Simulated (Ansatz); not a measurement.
Isolated molecules relaxed with PBE0-D4/def2-TZVP in Ansatz; ΔE leaves out vibrations. CCSD(T)/CBS adds triple-zeta CCSD(T) − MP2 to the extrapolated MP2 energy (def2 sets, frozen cores). DFT in def2-TZVPP. B3LYP here is the variant with VWN-RPA as its local correlation; programs differ in this. HSE06 is defined as in plane-wave codes. Elements past krypton have def2 core potentials. For Mo, Zr outer-core shells are correlated without core-valence functions, which leaves a few kJ/mol of doubt a bond. Each species was taken in one conformer, which may not be the lowest.

Reaction (redistribution): `[NH2][Mo](=[O])(=[O])[F]` + `[CH3][Zr]([Cl])([Cl])[Cl]` → `[CH3][Mo](=[O])(=[O])[F]` + `[NH2][Zr]([Cl])([Cl])[Cl]`

```
        level  ΔE (kcal/mol)  difference from CCSD(T)/CBS
      PBE0-D4           -6.7                          1.0
     HSE06-D4           -6.7                          1.0
     BHLYP-D4           -7.4                          0.3
      ωB97X-V           -7.3                          0.4
     PBE-QIDH           -7.4                          0.3
         BLYP           -6.2                          1.5
        B3LYP           -6.7                          1.0
    CAM-B3LYP           -7.0                          0.7
HF/def2-TZVPP           -8.8                         -1.1
 HF/CBS(def2)           -8.8                         -1.1
  CCSD(T)/CBS           -7.7                            0
```

Largest T1 diagnostic among the species: 0.025, so the coupled-cluster value is less sure than usual.

In def2-TZVPP, CCSD(T) changes the Hartree–Fock value by +0.9 kcal/mol (the triples alone add +0.4 kcal/mol) and MP2 by +1.5 kcal/mol. Leaving LDA and LC-ωPBE aside and taking each functional with its dispersion term where it has one, the values, not all of them listed here, spread over 1.5 kcal/mol, from BHLYP-D4 to B97M-V. At CCSD(T), def2-SVP lies −0.8 kcal/mol from the extrapolated value and def2-TZVPP −0.2 kcal/mol.
